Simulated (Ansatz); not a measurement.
Coupled-cluster diagnostics for GeF2Me2 (C2H6F2Ge), Ansatz.

Geometry of the singlet (r2SCAN-D4/def2-SVP):

```csv
atom,x (Å),y (Å),z (Å)
Ge1,0.4581,0.3131,-0.2056
F2,0.4277,1.7452,-1.1959
F3,2.1574,0.0197,0.0363
C4,-0.2435,-1.1420,-1.2543
H5,-1.3085,-0.9789,-1.4743
H6,-0.1298,-2.0923,-0.7128
H7,0.3117,-1.2018,-2.2012
C8,-0.3093,0.7648,1.5021
H9,-0.2867,-0.1041,2.1758
H10,-1.3506,1.0956,1.3772
H11,0.2735,1.5807,1.9525
```

Correlated methods freeze 13 core orbitals; core or outer-core shells of Ge are correlated, in sets that lack core-valence functions.

**Question.** Estimate the CCSD(T) correlation energy, the shares of MP2 and (T), T1 and the reference's ⟨S²⟩ for: charge 0, singlet, own geometry in def2-TZVP; and the rough time on 4 threads of Intel Xeon on a shared host.

**Answer.** 
| state | basis | correlation (eV) | MP2 share (%) | (T) share (%) | T1 | ⟨S²⟩ (pure) | wall time |
| --- | --- | --- | --- | --- | --- | --- | --- |
| charge 0, singlet, own geometry | def2-TZVP | -31.482 | 94.5 | 3.2 | 0.011 | 0.00 (0.00) | 2.3 min |
Customary marks for T1 are 0.02 (closed shells), 0.045 (open shells) and about 0.05 (3d metals). T1 stays under 0.02 throughout.
